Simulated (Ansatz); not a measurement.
Consider the cleavage of the Si–Si bond: `O[Si@H](F)[Si@H](O)F` + `O[SiH](O)S` → `O[SiH](O)S[SiH](O)F` + `O[SiH2]F`.

Calculated with Ansatz (gas phase, PBE0-D4/def2-TZVP geometries, no zero-point term in ΔE). CCSD(T)/CBS is the MP2 limit (def2-TZVPP, def2-QZVPP) plus CCSD(T) − MP2 in def2-TZVPP, frozen cores. DFT in def2-TZVPP. One conformer a species, not always the lowest.

```tsv
level	ΔE (kJ/mol)
r2SCAN	-112.4
MP2/def2-QZVPP	-125.7
```

Problem. What does CCSD(T)/CBS give? (An estimate is asked.)

Solution. The calculation gave: -114.6 kJ/mol. The listed levels differ from it by 2.2, -11.1 kJ/mol.

Largest T1 diagnostic among the species: 0.013.

From PBE to PBE0 (25 % exact exchange), in def2-TZVPP and without D4, ΔE moves by −7.4 kJ/mol. In def2-TZVPP, CCSD(T) changes the Hartree–Fock value by −3.8 kJ/mol (the triples alone add −2.4 kJ/mol) and MP2 by −15.3 kJ/mol. The D4 term adds −8.0 kJ/mol with B3LYP and −4.2 kJ/mol with PBE0; it sums over pairs of atoms, weighted by their polarisabilities, and B3LYP, whose exchange is more repulsive, gets the larger term.

B3LYP here is the variant with VWN-RPA as its local correlation; programs differ in this.
